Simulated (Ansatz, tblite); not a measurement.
Forces on P₇S₂⁺ at its PBE-D4/def2-SVP geometry. Charge 1, multiplicity 1.

The xTB rows come from tblite. The restricted singlet is unstable towards broken spin symmetry in Hartree–Fock (as tested in another run); at PBE-D4/def2-TZVP this wasn't settled. Another isomer (singlet) lies 0.48 eV lower at PBE0-D4/def2-TZVP; other spin states weren't run for this one.

GFN1-xTB (tblite), largest force 1.51 eV/Å:

```xyz
9
positions Å, forces eV/Å
P     2.160    1.088    0.441   -0.858   -0.463   -0.365
P     0.293   -1.356   -1.034   -0.634    0.190    1.352
P    -2.308   -0.217    0.443    1.366   -0.441   -0.389
P     0.202    2.204    0.160    0.570   -0.487   -0.548
P    -1.499   -2.248    0.256    0.545    1.222   -0.178
P    -0.613    0.743   -1.371   -0.079   -0.354    0.722
P     1.479    1.701   -1.590   -0.488   -0.111    0.861
S    -1.197   -0.970    2.017   -0.451   -0.122   -0.660
S     1.483   -0.945    0.677    0.029    0.565   -0.794
```

GFN2-xTB (tblite), largest force 0.86 eV/Å:

```
P -0.318 0.084 -0.167
P -0.368 -0.139 0.473
P 0.271 -0.425 0.058
P 0.504 -0.388 -0.570
P 0.227 0.817 -0.128
P 0.265 -0.053 0.321
P -0.483 0.045 0.631
S -0.233 -0.062 -0.367
S 0.134 0.120 -0.251
```

PBE-D4/def2-TZVP (Ansatz), largest force 0.59 eV/Å:

```
P -0.359 -0.141 -0.222
P -0.074 0.261 0.412
P 0.434 -0.294 0.114
P 0.242 -0.278 -0.324
P 0.149 0.515 0.169
P 0.206 -0.091 0.275
P -0.225 -0.096 0.444
S -0.266 -0.084 -0.521
S -0.107 0.208 -0.348
```
